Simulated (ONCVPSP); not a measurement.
Before and after: ONCV potential for Sb

```
Element                 : Sb (Z = 51)
Generator               : ONCVPSP 4.0.1
Type                    : optimised norm-conserving Vanderbilt (ONCV)
Functional              : PBEsol
Relativity              : scalar-relativistic
Frozen core             : [Ar] 3d10
Valence charge          : 23
Reference configuration : 4s2 4p6 4d10 5s2 5p3
Partial waves           : 4s+5s: rc 1.15 bohr, ncon 4, nbas 7, qcut 10.1 1/bohr, 2 projectors; 4p+5p: rc 1.70 bohr, ncon 5, nbas 9, qcut 8.1 1/bohr, 2 projectors; 4d: rc 1.25 bohr, ncon 4, nbas 8, qcut 13.9 1/bohr, 3 projectors, debl 0.8 Ha
Local potential         : polynomial inside 0.90 bohr (lpopt 3, dvloc0 0 Ha)
Core correction         : Teter function, fcfact 2.75, rcfact 1.05
```

In the d channel the program set the typed energies aside and used -1.229, 0.250, 1.050 Ha.

All-electron outer shells of the reference configuration (PBEsol, scalar-relativistic, ld1.x):

```
shell  level (eV)  outermost node (bohr)  outermost maximum (bohr)
   3p     -750.06                   0.13                      0.29
   3d     -515.82                      –                      0.24
   4s     -148.62                   0.39                      0.73
   4p     -101.63                   0.39                      0.76
   4d      -33.45                   0.38                      0.84
   5s      -12.88                   0.95                      1.90
   5p       -4.84                   1.04                      2.35
```

Change: d: rc 0.84; local potential polynomial inside 0.84 bohr (lpopt 3, dvloc0 0 Ha).

Cutoffs: the cutoffs (Ha) at which the residual kinetic energy of the hardest occupied pseudo-wave falls to 1 and 0.1 mHa per electron; they do not see the model core or the augmentation charge, which bear on the density cutoff. Errors are all-electron minus pseudo energies relative to the spin-unpolarised reference configuration.

**Question.** Predict the effect on cutoff, ghosts and configuration errors.

**Answer.** The potential gets harder (53 Ha and 64 Ha → 64 Ha and 90 Ha); a bound ghost appears in d, which as a rule spoils a file; of the 4 tests that both files solve, the error grows in 1 and shrinks in 0 by more than 15 % and 0.3 meV (median size 4.0 → 5.0 meV). A smaller radius makes the pseudo-wave follow the all-electron one further in, where it bends more sharply, so more plane waves are needed.

```tsv
quantity	base	changed
cutoff, loose	53 Ha	64 Ha
cutoff, tight	64 Ha	90 Ha
loose cutoff by channel	s 42 Ha, p 25 Ha, d 53 Ha	s 42 Ha, p 25 Ha, d 64 Ha
bound ghosts	none	d
GHOST(+) flags under 300 eV	none	none
error for 4s2 4p6 4d10 5s2 5p2, meV [ΔE 8.34 eV]	-1.9	-1.9
error for 4s2 4p6 4d10 5s2 5p1, meV [ΔE 24.36 eV]	-6.1	-6.1
error for 4s2 4p6 4d10 5s2 5p0, meV [ΔE 48.80 eV]	-13	-13
error for 4s2 4p6 4d9 5s2 5p4, meV [ΔE 31.05 eV]	+0.3	+3.9
s: phases at 1.17 bohr within 0.05 rad from the reference energy up to (Ha; the scan ends near 5)	to the end of the scan	to the end of the scan
p: phases at 1.72 bohr within 0.05 rad from the reference energy up to (Ha; the scan ends near 5)	to the end of the scan	to the end of the scan
rms error of d²Exc/dni dnj with the model core, mHa	1.39	1.39
```

 A true bound ghost makes a file unfit for plane-wave use even where its test errors are small: the radial tests pick states by their node count and pass the ghost by.
